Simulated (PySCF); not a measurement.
HgCl, SMILES [Hg+][Cl], charge +1. Atoms are numbered in the order given.

```xyz
2

Hg     0.0000     0.0000    -0.3958
Cl     0.0000     0.0000     1.8626
```
Charge +1, spin multiplicity 1.

The structure is a stationary point at PBE-D3(BJ)/def2-TZVPD. The spin state was assumed, not searched. The def2 effective core potentials stand for the cores of Hg; spin–orbit coupling is left out.

Method: PBE-D3(BJ)/def2-TZVPD (PySCF).

Frequencies are harmonic and unscaled.

Computed harmonic wavenumbers and intensities:
```tsv
mode	ν (cm⁻¹)	IR (km/mol)	moving atoms (share of kinetic energy)
1	354	0.0	Cl 85 %, Hg 15 %
```
